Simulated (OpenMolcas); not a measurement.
## Multiconfigurational calculation on Co2+

Input:

```
&GATEWAY
Coord
1

Co 0.0 0.0 0.0
Basis=ANO-RCC-VQZP
Group=XYZ
NoMove
AngMom=0.0 0.0 0.0
AMFI
&SEWARD
&RASSCF
FileOrb=start.orb
Symmetry=1
Spin=4
nActEl=7 0 0
Inactive=3 6
Ras2=5 0
CIRoot=10 10 1
SDav=10
CIMx=300
Iter=120 100
PrWF=0.3
OrbListing=Nothing
MaxOrb=0
Atom
>>> COPY $Project.JobIph JOBPRE
&RASSCF
FileOrb=start.orb
Symmetry=1
Spin=4
nActEl=13 2 0
Inactive=3 3
Ras1=0 3
Ras2=5 0
CIRoot=10 10 1
SDav=25
CIMx=300
Iter=120 100
PrWF=0.3
OrbListing=Nothing
MaxOrb=0
Thrs=2.0e-7 1.0e-1 5.0e-4
Atom
>>> COPY $Project.JobIph JOB001
&RASSCF
FileOrb=start.orb
Symmetry=1
Spin=2
nActEl=13 2 0
Inactive=3 3
Ras1=0 3
Ras2=5 0
CIRoot=40 40 1
SDav=85
CIMx=300
Iter=120 100
PrWF=0.3
OrbListing=Nothing
MaxOrb=0
Thrs=2.0e-7 1.0e-1 5.0e-4
Atom
>>> COPY $Project.JobIph JOB002
&RASSI
NrOfJobIphs=2 10 40
1 2 3 4 5 6 7 8 9 10
1 2 3 4 5 6 7 8 9 10 11 12 13 14 15 16 17 18 19 20 21 22 23 24 25 26 27
28 29 30 31 32 33 34 35 36 37 38 39 40
IphNames
JOB001
JOB002
EJob
SpinOrbit
DIPRint=1.0
SOCoupling=1000.0
Subsets=2
MEES
Property=10
'ANGMOM' 1 'ANGMOM' 2 'ANGMOM' 3 'MLTPL  1' 1 'MLTPL  1' 2 'MLTPL  1' 3
'AMFI' 1 'AMFI' 2 'AMFI' 3 'MLTPL  2' 6
SOProperty=3
'ANGMOM' 1 'ANGMOM' 2 'ANGMOM' 3
```

A driver script runs the steps one by one and writes start.orb anew before each from the orbitals found so far.

Output, cut to the results:

```
--- SEWARD ---
Basis set label: CO.ANO-RCC...7S6P4D3F2G1H.

      Electronic valence basis set:
      ------------------
      Associated Effective Charge  27.000000 au
      Associated Actual Charge     27.000000 au
      Nuclear Model: Point charge

      Shell  nPrim  nBasis  Cartesian Spherical Contaminant
         s      21       7        X
         p      15       6        X
         d      10       4                 X
         f       6       3                 X
         g       4       2                 X
         h       2       1                 X
                  Relativistic Douglas-Kroll-Hess integrals:
                    - DKH order of Hamiltonian: 2
                    - DKH order of Properties : 0
                  Atomic mean-field integrals
--- RASSCF ---
Wave function specifications:
      -----------------------------

      Number of closed shell electrons          12
      Number of electrons in active shells      13
      Max number of holes in RAS1 space          2
      Max nr of electrons in RAS3 space          0
      Number of inactive orbitals                6
      Number of active orbitals                  8
      Number of secondary orbitals              81
      Spin quantum number                      1.5
      State symmetry                             1
Orbital specifications:
      -----------------------

      Symmetry species                           1   2
                                                ag  au
      Frozen orbitals                            0   0
      Inactive orbitals                          3   3
      Active orbitals                            5   3
      RAS1 orbitals                              0   3
      RAS2 orbitals                              5   0
      RAS3 orbitals                              0   0
      Secondary orbitals                        37  44
      Deleted orbitals                           0   0
      Number of basis functions                 45  50
      Number of CSFs                            25
      Number of root(s) required                10
      Iter CI   SX   CI       RASSCF       Energy    max ROT     max BLB   max BLB  Level Ln srch  Step   QN
          iter iter root      energy       change     param      element    value   shift minimum  type update
 Nr of preliminary CI iterations:   1
      Total energies have been shifted. Add                -1000.00 au
        1   1    7    0  -391.00895653    0.00E+00   4.89E-02    3   4 2  1.65E-03*  0.00   0.00    SX    NO
        2   1    8    0  -391.00921649   -2.60E-04*  3.09E-03    4  10 2  1.18E-03*  0.00   0.00    SX    NO
        3   1    7    0  -391.00921770   -1.21E-06*  3.14E-04    4  10 2 -9.28E-04*  0.00   0.00    SX    NO
        4   1    7    0  -391.00921782   -1.26E-07   2.87E-04    4  10 2  8.94E-04*  0.00   0.00    SX    NO
        5   1    7    0  -391.00921792   -9.97E-08  -1.38E-04    4  10 2 -8.22E-04*  0.00   0.52    LS   YES
        6   1    4    0  -391.00921853   -6.09E-07*  1.35E-05    3  12 1  3.95E-06   0.00   1.00    QN   YES
        7   1    3    0  -391.00921853   -3.62E-11   1.52E-06    3  12 1  8.06E-07   0.00   1.10    QN   YES
      Convergence after  7 iterations
        8   1    3    0  -391.00921853    1.36E-12   1.52E-06    4  10 2  8.06E-08   0.00   1.10    QN   YES
      Natural orbitals and occupation numbers for root  1
      sym 1:   1.000885   1.718623   1.282381   1.281981   1.718287
      sym 2:   1.999339   1.998976   1.999527
      Natural orbitals and occupation numbers for root  2
      sym 1:   1.157048   1.000717   1.843656   1.843509   1.157227
      sym 2:   1.999280   1.999507   1.999055
      Natural orbitals and occupation numbers for root  3
      sym 1:   1.803292   1.000874   1.197409   1.803507   1.197075
      sym 2:   1.999335   1.999011   1.999497
::    RASSCF root number  1 Total energy:  -1391.03258969
::    RASSCF root number  2 Total energy:  -1391.03258969
::    RASSCF root number  3 Total energy:  -1391.03258969
::    RASSCF root number  4 Total energy:  -1391.03258969
::    RASSCF root number  5 Total energy:  -1391.03258969
::    RASSCF root number  6 Total energy:  -1391.03258969
::    RASSCF root number  7 Total energy:  -1391.03258969
::    RASSCF root number  8 Total energy:  -1390.95468583
::    RASSCF root number  9 Total energy:  -1390.95468583
::    RASSCF root number 10 Total energy:  -1390.95468583
--- RASSCF ---
Wave function specifications:
      -----------------------------

...
--- RASSI ---
SPIN-FREE ENERGIES:
  (Shifted by EMIN (a.u.) =      -1391.0325896911)

 SF State       Relative EMIN(au)   Rel lowest level(eV)    D:o, cm**(-1)      L_eff

     1             0.0000000000        0.0000000000              0.0000         3.0
     2             0.0000000000        0.0000000000              0.0000         3.0
     3             0.0000000000        0.0000000000              0.0000         3.0
     4             0.0000000000        0.0000000000              0.0000         3.0
     5             0.0000000000        0.0000000000              0.0000         3.0
     6             0.0000000000        0.0000000000              0.0000         3.0
     7             0.0000000000        0.0000000000              0.0000         3.0
     8             0.0779038580        2.1198719702          17097.9205         1.0
     9             0.0779038580        2.1198719702          17097.9205         1.0
    10             0.0779038580        2.1198719702          17097.9205         1.0
    11             0.0854167143        2.3243072040          18746.8019         4.0
    12             0.0854167143        2.3243072040          18746.8019         4.0
    13             0.0854167143        2.3243072040          18746.8019         4.0
    14             0.0854167143        2.3243072040          18746.8019         4.0
    15             0.0854167143        2.3243072040          18746.8019         4.0
    16             0.0854167143        2.3243072040          18746.8019         4.0
    17             0.0854167143        2.3243072040          18746.8019         4.0
    18             0.0854167143        2.3243072040          18746.8019         4.0
    19             0.0854167143        2.3243072040          18746.8019         4.0
    20             0.1022949849        2.7835883457          22451.1541         1.0
    21             0.1022949849        2.7835883457          22451.1541         1.0
...
```

Levels above the lowest, from the spin-orbit matrix, grouped by J:

```json
{"Configuration": "3d7", "Term": "4F", "J": "9/2", "E (cm-1)": "0.0", "Measured (cm-1)": "0.0", "g": "1.334", "Term weight %": "100"}
{"Configuration": "3d7", "Term": "4F", "J": "7/2", "E (cm-1)": "826", "Measured (cm-1)": "841", "g": "1.238", "Term weight %": "100"}
{"Configuration": "3d7", "Term": "4F", "J": "5/2", "E (cm-1)": "1433", "Measured (cm-1)": "1451", "g": "1.029", "Term weight %": "100"}
{"Configuration": "3d7", "Term": "4F", "J": "3/2", "E (cm-1)": "1850", "Measured (cm-1)": "1867", "g": "0.400", "Term weight %": "100"}
{"Configuration": "3d7", "Term": "4P", "J": "5/2", "E (cm-1)": "17636", "Measured (cm-1)": "15202", "g": "1.600", "Term weight %": "100"}
{"Configuration": "3d7", "Term": "4P", "J": "3/2", "E (cm-1)": "17894", "Measured (cm-1)": "15428", "g": "1.719", "Term weight %": "96"}
{"Configuration": "3d7", "Term": "4P", "J": "1/2", "E (cm-1)": "18288", "Measured (cm-1)": "15811", "g": "2.640", "Term weight %": "98"}
{"Configuration": "3d7", "Term": "2G", "J": "9/2", "E (cm-1)": "19215", "Measured (cm-1)": "16978", "g": "1.110", "Term weight %": "99"}
{"Configuration": "3d7", "Term": "2G", "J": "7/2", "E (cm-1)": "19978", "Measured (cm-1)": "17766", "g": "0.889", "Term weight %": "100"}
{"Configuration": "3d7", "Term": "2P", "J": "3/2", "E (cm-1)": "22862", "Measured (cm-1)": "20195", "g": "1.270", "Term weight %": "82"}
{"Configuration": "3d7", "Term": "2P", "J": "1/2", "E (cm-1)": "23731", "Measured (cm-1)": "", "g": "0.696", "Term weight %": "98"}
{"Configuration": "3d7", "Term": "2D(1)", "J": "5/2", "E (cm-1)": "24660", "Measured (cm-1)": "23059", "g": "1.202", "Term weight %": "99"}
{"Configuration": "3d7", "Term": "2D(1)", "J": "3/2", "E (cm-1)": "26000", "Measured (cm-1)": "24237", "g": "0.879", "Term weight %": "85"}
{"Configuration": "3d7", "Term": "2H", "J": "11/2", "E (cm-1)": "26919", "Measured (cm-1)": "22720", "g": "1.091", "Term weight %": "100"}
{"Configuration": "3d7", "Term": "2H", "J": "9/2", "E (cm-1)": "27590", "Measured (cm-1)": "23434", "g": "0.911", "Term weight %": "99"}
{"Configuration": "3d7", "Term": "2F", "J": "5/2", "E (cm-1)": "42910", "Measured (cm-1)": "37021", "g": "0.857", "Term weight %": "100"}
{"Configuration": "3d7", "Term": "2F", "J": "7/2", "E (cm-1)": "43253", "Measured (cm-1)": "37316", "g": "1.143", "Term weight %": "100"}
{"Configuration": "3d7", "Term": "2D(2)", "J": "3/2", "E (cm-1)": "63771", "Measured (cm-1)": "", "g": "0.800", "Term weight %": "100"}
{"Configuration": "3d7", "Term": "2D(2)", "J": "5/2", "E (cm-1)": "64268", "Measured (cm-1)": "", "g": "1.200", "Term weight %": "100"}
```

Against the 15 measured excited levels shown (Sugar and Corliss, J. Phys. Chem. Ref. Data 10, 1097 (1981)) the mean absolute deviation is 2500 cm-1; the largest miss in energy is 3d7 2F 7/2: computed 43253, measured 37316 cm-1 (+15.9 %).

Without dynamic correlation excited terms often stand tens of per cent too high (terms of higher spin than the ground term too low), and those without a measured partner can miss by more than the paired ones. Active for correlation alone: 3p; no level in the range computed is led by a configuration that opens it, so any true level of that kind is missing. Measured partners are found by configuration, term and J. A level has none where our copy of the source lacks it or the pairing is in doubt (some pairs that miss far off the trend of their configuration count as doubtful), and it then counts in no deviation. Only configurations of the active space appear. The first state left out of the spin-orbit step lies near 1e+06 cm-1 above the lowest spin-free state of the reference (among the parities and spins computed), and the list stops at four fifths of that energy or lower.

The term weight is that of the spin-free term in the level, not the purity of its configuration. A number in round brackets counts repeated terms of one configuration in the order of the reference energies.
